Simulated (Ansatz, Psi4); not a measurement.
The Ansatz (an electronic-structure program) input:
Ansatz 0.2 input:
```yaml
crystal:
  periodic: [false, false, false]
  atoms:
    - {symbol: O, position_ang: [-0.67653394, 0.12080852, 1.21849510]}
    - {symbol: C, position_ang: [-0.06126888, 0.12894007, 0.10847307]}
    - {symbol: C, position_ang: [0.32612189, 1.21183915, -0.61146032]}
    - {symbol: C, position_ang: [0.29018244, -1.25671085, -0.49963221]}
    - {symbol: H, position_ang: [0.90307626, -1.82217287, 0.20553908]}
    - {symbol: H, position_ang: [0.12514782, 2.21732524, -0.26908379]}
    - {symbol: H, position_ang: [0.85011731, 1.12295012, -1.55489426]}
    - {symbol: H, position_ang: [0.83013761, -1.16372880, -1.44247163]}
    - {symbol: H, position_ang: [-0.62642017, -1.82525203, -0.67133345]}
basis:
  gaussian:
    orbitals: STO-3G
hamiltonian:
  xc: b3lyp
total_charge: -1
accuracy: high
```

Convert this to an input for Psi4.

Several could match; the one computed here: 
```
memory 2 GB

molecule {
-1 1
O    -0.67653394    0.12080852    1.21849510
C    -0.06126888    0.12894007    0.10847307
C     0.32612189    1.21183915   -0.61146032
C     0.29018244   -1.25671085   -0.49963221
H     0.90307626   -1.82217287    0.20553908
H     0.12514782    2.21732524   -0.26908379
H     0.85011731    1.12295012   -1.55489426
H     0.83013761   -1.16372880   -1.44247163
H    -0.62642017   -1.82525203   -0.67133345
}

set {
  basis sto-3g
  scf_type pk
  puream true
  d_convergence 1e-8
  dft_radial_points 99
  dft_spherical_points 590
}

energy('b3lyp')
print_variables()
```

Both were run: Ansatz gave -189.896115 Eh and Psi4 -189.896115 Eh, 0.000 mEh apart.
